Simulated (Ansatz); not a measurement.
Consider the formal exchange of groups at a B–Cl bond: `ClB1CC1` + `C=[C](N)[GaH][CH3]` → `[CH3][GaH][B]1CC1` + `C=C(N)Cl`.

Computed with Ansatz on PBE0-D4/def2-TZVP structures; ΔE is electronic, products minus reactants. CCSD(T)/CBS is the MP2 limit (def2-TZVPP, def2-QZVPP) plus CCSD(T) − MP2 in def2-TZVPP, frozen cores. Functionals use def2-TZVPP. For Ga outer-core shells are correlated without core-valence functions, which leaves a few kJ/mol of doubt a bond. Scalar relativity is left out up to krypton. Each species was taken in one conformer, which may not be the lowest.

`ClB1CC1`:

Z-matrix (Å, degrees):
```
C
B 1 1.513
C 1 1.562 2 58.9
H 1 1.086 2 120.4 3 105.1
H 1 1.086 2 120.4 3 -105.1
Cl 2 1.717 1 148.9 3 -180.0
H 3 1.087 1 117.0 2 -110.9
H 3 1.086 1 117.0 2 110.9
```

`C=[C](N)[GaH][CH3]`:

Cartesian coordinates in Å:
```
C -0.286 -1.694 -0.148
C 0.004 -0.605 -0.881
N 0.120 -0.629 -2.258
Ga 0.212 1.107 0.061
C -0.157 1.264 1.982
H -0.429 -1.621 0.922
H -0.402 -2.683 -0.589
H 0.246 -1.528 -2.698
H 0.652 0.107 -2.688
H 0.717 2.342 -0.787
H -0.517 0.330 2.416
H -0.907 2.040 2.155
H 0.748 1.570 2.514
```

`[CH3][GaH][B]1CC1`:

```xyz
13

C     2.631    0.408   -0.563
Ga    1.027    0.882    0.486
B    -0.779   -0.024    0.259
C    -2.170   -0.118   -0.412
C    -1.787   -1.136    0.635
H     3.441    0.123    0.114
H     2.461   -0.405   -1.268
H     2.976    1.286   -1.118
H     1.197    2.036    1.551
H    -2.919    0.627   -0.161
H    -2.225   -0.438   -1.449
H    -1.581   -2.154    0.318
H    -2.272   -1.088    1.606
```

`C=C(N)Cl`:

```xyz
8

C     0.512    0.899   -0.638
C     0.216   -0.277   -0.092
N    -0.638   -0.520    0.961
Cl    1.001   -1.723   -0.636
H     1.271    0.984   -1.399
H     0.003    1.795   -0.306
H    -1.114   -1.408    0.928
H    -1.251    0.250    1.181
```

```
             level  ΔE (kJ/mol)
         r2SCAN-D4        118.1
   CCSD/def2-TZVPP        125.0
     HF/def2-QZVPP        128.6
SCS-MP2/def2-QZVPP        127.0
```

Q: What does CCSD(T)/CBS give? (Estimate.)

A: Ansatz gave: +124.5 kJ/mol. The listed levels differ from it by -6.4, 0.5, 4.1, 2.5 kJ/mol.

Largest T1 diagnostic among the species: 0.012.

From PBE to PBE0 (25 % exact exchange), in def2-TZVPP and without D4, ΔE moves by +3.6 kJ/mol.
